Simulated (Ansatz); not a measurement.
A short molecular-dynamics run on CH₅FSeSn (`[CH3][SnH]([F])[SeH]`).

```yaml
crystal:
  periodic: [false, false, false]
  atoms:
    - {symbol: C, position_ang: [-0.182637, 0.559160, -1.219977]}
    - {symbol: Sn, position_ang: [0.506741, -0.700773, 0.342123]}
    - {symbol: F, position_ang: [2.156104, 0.131829, 0.900232]}
    - {symbol: Se, position_ang: [-1.033278, -0.731838, 2.329872]}
    - {symbol: H, position_ang: [-1.139651, 0.198168, -1.595299]}
    - {symbol: H, position_ang: [-0.299308, 1.568890, -0.827948]}
    - {symbol: H, position_ang: [0.552142, 0.565967, -2.024743]}
    - {symbol: H, position_ang: [0.946878, -2.305190, -0.023058]}
    - {symbol: H, position_ang: [-1.418391, 0.667487, 2.101598]}
basis:
  gaussian: {orbitals: def2-SVP}
hamiltonian: {xc: {name: revPBE}}
md: {timestep: 2 fs, n_steps: 20, ensemble: nvt_langevin, temperature: 500, initial_velocities: maxwell_boltzmann, friction: 0.01, seed: 278}
```

```sh
$ ansatz run in.yaml --threads 4 --pin off --events-out ev --progress --plain --max-ram 10444MiB
```

| step | time (fs) | potential energy (eV) | kinetic (eV) | T (K) | conserved (eV) |
| --- | --- | --- | --- | --- | --- |
| 0 | 0.0 | -75001.3820 | 0.5170 | 444 | – |
| 1 | 2.0 | -75001.2511 | 0.3882 | 334 | – |
| 2 | 4.0 | -75001.2613 | 0.3889 | 334 | – |
| 3 | 6.0 | -75001.2228 | 0.3816 | 328 | – |
| 4 | 8.0 | -75001.1591 | 0.3347 | 288 | – |
| 5 | 10.0 | -75001.2745 | 0.3831 | 329 | – |
| 6 | 12.0 | -75001.1813 | 0.3397 | 292 | – |
| 7 | 14.0 | -75001.2811 | 0.3778 | 325 | – |
| 8 | 16.0 | -75001.2393 | 0.4505 | 387 | – |
| 9 | 18.0 | -75001.1857 | 0.4772 | 410 | – |
| 10 | 20.0 | -75001.3351 | 0.4889 | 420 | – |
| 11 | 22.0 | -75001.1857 | 0.4135 | 355 | – |
| 12 | 24.0 | -75001.2625 | 0.4316 | 371 | – |
| 13 | 26.0 | -75001.2045 | 0.4647 | 399 | – |
| 14 | 28.0 | -75001.1460 | 0.4669 | 401 | – |
| 15 | 30.0 | -75001.2433 | 0.4739 | 407 | – |
| 16 | 32.0 | -75001.0667 | 0.3112 | 268 | – |
| 17 | 34.0 | -75001.1929 | 0.3440 | 296 | – |
| 18 | 36.0 | -75001.1363 | 0.3250 | 279 | – |
| 19 | 38.0 | -75001.1253 | 0.3046 | 262 | – |
| 20 | 40.0 | -75001.2709 | 0.4525 | 389 | – |

Velocities are drawn at the set temperature; a run this short doesn't reach equilibrium.

Frames (Å, forces in eV/Å):

```xyz
9
time=0.0 fs
C    -0.183    0.559   -1.220   -0.055   -0.018   -0.050
Sn    0.507   -0.701    0.342   -0.464   -0.441   -0.204
F     2.156    0.132    0.900    1.048    0.503    0.340
Se   -1.033   -0.732    2.330   -0.304   -0.401    0.531
H    -1.140    0.198   -1.595   -0.521   -0.176   -0.224
H    -0.299    1.569   -0.828   -0.071    0.554    0.203
H     0.552    0.566   -2.025    0.393    0.008   -0.448
H     0.947   -2.305   -0.023    0.069   -0.388   -0.089
H    -1.418    0.667    2.102   -0.094    0.359   -0.059
9
time=2.0 fs
C    -0.174    0.564   -1.238    0.114   -2.069   -2.171
Sn    0.507   -0.701    0.342   -0.754   -0.188   -0.379
F     2.145    0.138    0.894    1.240    0.631    0.423
Se   -1.031   -0.733    2.335   -0.296   -0.361    0.506
H    -1.178    0.192   -1.612    0.771    0.261    0.144
H    -0.305    1.500   -0.781   -0.172    2.110    0.632
H     0.602    0.580   -2.096   -0.993    0.095    1.072
H     0.966   -2.274   -0.010    0.167   -0.790   -0.146
H    -1.503    0.637    2.081   -0.077    0.311   -0.080
9
time=4.0 fs
C    -0.165    0.560   -1.266   -0.375   -0.197   -0.755
Sn    0.507   -0.701    0.341   -0.918   -0.218   -0.581
F     2.136    0.145    0.890    1.373    0.727    0.477
Se   -1.029   -0.734    2.341   -0.429    0.017    0.406
H    -1.184    0.194   -1.625    0.958    0.329    0.126
H    -0.313    1.517   -0.714    0.157    0.107   -0.601
H     0.617    0.595   -2.116   -1.025    0.150    1.080
H     0.990   -2.267   -0.006    0.173   -0.836   -0.124
H    -1.581    0.623    2.061    0.086   -0.079   -0.028
9
time=6.0 fs
C    -0.156    0.555   -1.298   -0.740    1.310    2.013
Sn    0.507   -0.700    0.339   -0.935   -0.407   -0.777
F     2.129    0.154    0.886    1.417    0.773    0.496
Se   -1.025   -0.734    2.348   -0.555    0.301    0.303
H    -1.147    0.207   -1.634   -0.018    0.027   -0.248
H    -0.300    1.541   -0.671    0.283   -1.194   -1.492
H     0.599    0.615   -2.086    0.200    0.189   -0.257
H     1.016   -2.278    0.000    0.096   -0.621   -0.055
H    -1.650    0.609    2.051    0.251   -0.378    0.016
9
time=8.0 fs
C    -0.149    0.554   -1.324   -0.627    1.377    3.687
Sn    0.507   -0.699    0.336   -0.864   -0.619   -0.917
F     2.126    0.163    0.881    1.392    0.784    0.493
Se   -1.022   -0.734    2.355   -0.528    0.256    0.258
H    -1.107    0.218   -1.650   -1.197   -0.368   -0.677
H    -0.277    1.520   -0.686    0.131   -0.949   -1.347
H     0.592    0.642   -2.062    1.429    0.212   -1.506
H     1.044   -2.292    0.005   -0.006   -0.352    0.011
H    -1.707    0.574    2.042    0.272   -0.341   -0.003
9
time=10.0 fs
C    -0.145    0.557   -1.341    0.309   -0.381    1.294
Sn    0.507   -0.698    0.333   -0.726   -0.806   -1.008
F     2.125    0.172    0.877    1.321    0.768    0.479
Se   -1.020   -0.734    2.363   -0.306   -0.106    0.296
H    -1.113    0.216   -1.681   -0.611   -0.221   -0.574
H    -0.259    1.466   -0.757   -0.203    0.927   -0.028
H     0.637    0.678   -2.090    0.247   -0.120   -0.433
H     1.077   -2.304   -0.003   -0.126   -0.077    0.070
H    -1.745    0.521    2.028    0.093    0.015   -0.097
9
time=12.0 fs
C    -0.141    0.559   -1.352    0.641   -2.109   -1.354
Sn    0.507   -0.698    0.329   -0.524   -0.858   -1.038
F     2.127    0.181    0.873    1.163    0.694    0.434
Se   -1.016   -0.734    2.369   -0.052   -0.455    0.348
H    -1.138    0.212   -1.733    0.659    0.156   -0.130
H    -0.258    1.449   -0.829   -0.484    2.556    1.089
H     0.691    0.714   -2.130   -1.045   -0.501    0.735
H     1.108   -2.313   -0.021   -0.235    0.157    0.119
H    -1.774    0.470    2.010   -0.121    0.360   -0.203
9
time=14.0 fs
C    -0.136    0.555   -1.364    0.055    0.402   -0.324
Sn    0.506   -0.698    0.325   -0.326   -0.733   -0.974
F     2.131    0.192    0.871    0.938    0.577    0.359
Se   -1.012   -0.734    2.376   -0.093   -0.303    0.240
H    -1.133    0.217   -1.794    0.967    0.245    0.146
H    -0.276    1.534   -0.847   -0.172   -0.069   -0.217
H     0.703    0.733   -2.136   -1.035   -0.589    0.789
H     1.131   -2.312   -0.038   -0.290    0.257    0.138
H    -1.808    0.441    1.974   -0.044    0.212   -0.157
9
time=16.0 fs
C    -0.131    0.550   -1.377   -0.707    2.168    1.458
Sn    0.506   -0.698    0.321   -0.237   -0.394   -0.847
F     2.135    0.203    0.870    0.721    0.465    0.283
Se   -1.006   -0.735    2.384   -0.332    0.122   -0.003
H    -1.083    0.224   -1.857    0.275    0.038    0.118
H    -0.300    1.623   -0.860    0.112   -1.986   -1.013
H     0.673    0.722   -2.110    0.192   -0.326   -0.120
H     1.145   -2.290   -0.051   -0.246    0.109    0.102
H    -1.840    0.427    1.925    0.222   -0.197    0.020
9
time=18.0 fs
C    -0.130    0.553   -1.389   -1.452    2.063    2.653
Sn    0.506   -0.697    0.316   -0.216    0.035   -0.705
F     2.140    0.216    0.869    0.498    0.351    0.204
Se   -1.001   -0.734    2.391   -0.508    0.438   -0.253
H    -1.019    0.225   -1.931   -0.546   -0.239    0.006
H    -0.319    1.635   -0.907    0.144   -2.012   -0.914
H     0.648    0.691   -2.082    1.801    0.025   -1.239
H     1.152   -2.254   -0.070   -0.141   -0.173    0.041
H    -1.860    0.410    1.867    0.420   -0.490    0.205
9
time=20.0 fs
C    -0.135    0.562   -1.392   -0.443   -0.056    0.462
Sn    0.505   -0.696    0.311   -0.109    0.274   -0.564
F     2.147    0.230    0.867    0.255    0.221    0.118
Se   -0.997   -0.732    2.399   -0.470    0.452   -0.382
H    -0.985    0.218   -2.009   -0.301   -0.191    0.352
H    -0.329    1.567   -0.982   -0.197    0.109    0.054
H     0.685    0.661   -2.093    0.966   -0.051   -0.332
H     1.163   -2.233   -0.093   -0.102   -0.274    0.013
H    -1.866    0.375    1.812    0.401   -0.483    0.278
9
time=22.0 fs
C    -0.141    0.569   -1.396    1.285   -3.220   -2.433
Sn    0.505   -0.694    0.307    0.174    0.240   -0.473
F     2.155    0.246    0.865   -0.012    0.070    0.024
Se   -0.993   -0.729    2.406   -0.203    0.171   -0.328
H    -0.970    0.204   -2.071    0.229    0.005    0.817
H    -0.338    1.512   -1.044   -0.732    3.054    1.159
H     0.756    0.632   -2.117   -0.693   -0.069    1.000
H     1.183   -2.237   -0.118   -0.192   -0.066    0.058
H    -1.859    0.321    1.770    0.144   -0.186    0.177
9
time=24.0 fs
C    -0.147    0.566   -1.409    1.212   -0.630   -1.516
Sn    0.503   -0.691    0.303    0.470    0.137   -0.414
F     2.162    0.263    0.864   -0.261   -0.077   -0.068
Se   -0.990   -0.725    2.412    0.152   -0.193   -0.168
H    -0.951    0.189   -2.105    0.160    0.011    0.790
H    -0.375    1.579   -1.052   -0.075    0.261    0.076
H     0.795    0.604   -2.107   -1.143    0.092    1.193
H     1.204   -2.248   -0.144   -0.307    0.206    0.134
H    -1.853    0.259    1.731   -0.207    0.194   -0.027
9
time=26.0 fs
C    -0.152    0.561   -1.429    0.498    1.656    0.533
Sn    0.503   -0.687    0.300    0.622    0.130   -0.361
F     2.168    0.280    0.863   -0.436   -0.188   -0.139
Se   -0.987   -0.721    2.418    0.248   -0.240   -0.185
H    -0.929    0.181   -2.108   -0.419   -0.274    0.226
H    -0.422    1.656   -1.061    0.516   -1.938   -0.642
H     0.790    0.584   -2.051   -0.365    0.243    0.425
H     1.222   -2.249   -0.176   -0.372    0.364    0.196
H    -1.868    0.202    1.684   -0.293    0.246   -0.053
9
time=28.0 fs
C    -0.156    0.559   -1.447   -0.602    2.013    2.103
Sn    0.504   -0.683    0.297    0.639    0.209   -0.282
F     2.168    0.296    0.861   -0.523   -0.254   -0.181
Se   -0.984   -0.716    2.424    0.086   -0.035   -0.420
H    -0.920    0.165   -2.099   -0.778   -0.566   -0.324
H    -0.458    1.661   -1.101    0.625   -2.075   -0.552
H     0.777    0.585   -1.978    1.051    0.284   -0.709
H     1.231   -2.236   -0.208   -0.376    0.383    0.226
H    -1.893    0.151    1.627   -0.121    0.041    0.139
9
time=30.0 fs
C    -0.165    0.562   -1.457   -0.270   -0.068    1.258
Sn    0.504   -0.678    0.292    0.486    0.435   -0.135
F     2.164    0.309    0.860   -0.528   -0.272   -0.199
Se   -0.982   -0.711    2.430   -0.071    0.121   -0.652
H    -0.938    0.130   -2.100   -0.149   -0.398   -0.157
H    -0.469    1.585   -1.160    0.081   -0.080    0.174
H     0.808    0.592   -1.926    0.691    0.189   -0.801
H     1.227   -2.205   -0.230   -0.281    0.193    0.178
H    -1.918    0.095    1.574    0.041   -0.118    0.335
9
time=32.0 fs
C    -0.175    0.564   -1.465    1.617   -3.780   -0.589
Sn    0.505   -0.675    0.287    0.225    0.823    0.047
F     2.159    0.317    0.860   -0.497   -0.271   -0.202
Se   -0.980   -0.707    2.435   -0.129    0.166   -0.792
H    -0.954    0.081   -2.110    0.574   -0.055    0.196
H    -0.477    1.505   -1.217   -1.011    3.370    1.160
H     0.862    0.598   -1.908   -0.790    0.086   -0.320
H     1.213   -2.163   -0.248   -0.106   -0.166    0.066
H    -1.943    0.037    1.541    0.119   -0.171    0.433
9
time=34.0 fs
C    -0.179    0.554   -1.477    1.076   -0.980    0.197
Sn    0.507   -0.671    0.281   -0.019    1.222    0.232
F     2.155    0.323    0.861   -0.460   -0.266   -0.196
Se   -0.978   -0.706    2.439    0.011    0.068   -0.755
H    -0.931    0.033   -2.118    0.482    0.015    0.108
H    -0.526    1.553   -1.231   -0.186    0.556    0.373
H     0.871    0.619   -1.909   -1.010    0.035   -0.237
H     1.193   -2.125   -0.266    0.095   -0.570   -0.058
H    -1.959   -0.014    1.537    0.011   -0.079    0.337
9
time=36.0 fs
C    -0.178    0.543   -1.490   -0.123    1.638    1.470
Sn    0.508   -0.667    0.276   -0.159    1.431    0.326
F     2.150    0.326    0.862   -0.411   -0.253   -0.184
Se   -0.977   -0.705    2.444    0.382   -0.158   -0.520
H    -0.878   -0.012   -2.127   -0.082   -0.121   -0.207
H    -0.582    1.623   -1.223    0.594   -1.953   -0.320
H     0.834    0.656   -1.920   -0.091    0.070   -0.475
H     1.175   -2.106   -0.280    0.213   -0.803   -0.123
H    -1.965   -0.063    1.554   -0.323    0.148    0.032
9
time=38.0 fs
C    -0.179    0.538   -1.497   -0.785    1.695    1.729
Sn    0.508   -0.664    0.271   -0.147    1.309    0.252
F     2.144    0.326    0.864   -0.345   -0.236   -0.161
Se   -0.976   -0.705    2.450    0.655   -0.296   -0.364
H    -0.829   -0.056   -2.149   -0.314   -0.046   -0.162
H    -0.608    1.615   -1.222    0.546   -2.140   -0.428
H     0.790    0.701   -1.950    0.766    0.131   -0.617
H     1.158   -2.114   -0.301    0.179   -0.701   -0.065
H    -1.978   -0.097    1.578   -0.554    0.285   -0.186
9
time=40.0 fs
C    -0.184    0.540   -1.497    0.246   -0.512    0.347
Sn    0.508   -0.659    0.266    0.013    0.818    0.024
F     2.139    0.324    0.867   -0.263   -0.219   -0.130
Se   -0.975   -0.707    2.455    0.480   -0.165   -0.556
H    -0.797   -0.100   -2.174   -0.100    0.356    0.315
H    -0.608    1.523   -1.230   -0.417   -0.149    0.070
H     0.765    0.755   -2.009    0.378   -0.046   -0.157
H     1.139   -2.154   -0.325    0.003   -0.239    0.123
H    -2.011   -0.107    1.596   -0.341    0.156   -0.036
```

Run time 13 s (4 threads of an Intel Xeon 6975P-C on a shared host); peak host memory 0.17 GiB.
